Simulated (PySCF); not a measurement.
Distances in Å between the heavy atoms of a computed structure (PBE0-D3(BJ)/def2-SVP; lower triangle, same order across):
```
F1    0.00
C2    1.32  0.00
F3    2.15  1.32  0.00
F4    2.15  1.32  2.16  0.00
C5    2.34  1.55  2.36  2.36  0.00
F6    2.68  2.33  2.72  3.48  1.33  0.00
F7    2.68  2.33  3.48  2.73  1.33  2.18  0.00
C8    3.73  2.61  2.98  2.98  1.55  2.34  2.34  0.00
F9    4.15  2.95  2.70  3.45  2.35  2.73  3.49  1.33  0.00
F10   4.15  2.96  3.47  2.70  2.35  3.49  2.73  1.33  2.16  0.00
Cl11  5.04  4.15  4.59  4.59  2.71  2.97  2.97  1.76  2.54  2.54  0.00
```

There is no hydrogen.

Neutral, closed shell.

Question: Read off the bonds between heavy atoms and their formal orders.

Answer: F1–C2 (single); C2–F3 (single); C2–F4 (single); C2–C5 (single); C5–F6 (single); C5–F7 (single); C5–C8 (single); C8–F9 (single); C8–F10 (single); C8–Cl11 (single).

Question: Which species is it?

Answer: `FC(F)(F)C(F)(F)C(F)(F)Cl`, C3ClF7, 1-chloroheptafluoropropane. Among its features: CF3 group, C–F bond and C–Cl bond.

Question: Name the point group.

Answer: Cs (tolerance 0.08 Å).

Question: Describe the place of each heavy atom.

Answer: F1/F3/F4: fluorine of a CF3 group; C2: CF3 carbon; C5: CF2 carbon; F6/F7: fluorine of a CF2 group; C8: CF2 carbon; F9/F10: fluorine of a CF2 group; Cl11: chlorine on a fluorinated carbon.

The values belong to the conformer `[F:1][C:2]([F:3])([F:4])[C:5]([F:6])([F:7])[C:8]([F:9])([F:10])[Cl:11]`: F1–C2–C5–F6 59°, C2–C5–C8–F9 -59°.
